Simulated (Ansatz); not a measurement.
All numbers were calculated with Ansatz.

A structure relaxed at PBE0-D4/def2-TZVP, charge 0, multiplicity 1:

```xyz
4

F     0.625    1.416   -0.947
Ga    0.134    0.023   -0.037
F     1.420   -1.063    0.381
I    -2.178   -0.376    0.602
```

(1) Give its formula and SMILES.

(2) Point group (tolerance 0.08 Å, 0.16 Å for H)?

(3) Summarise the bond lengths by kind.

Answers

(1) F2GaI, `[F][Ga]([F])[I]`.

(2) C2v.

(3) 2 × F–Ga 1.734 Å; 1 × Ga–I 2.432 Å.
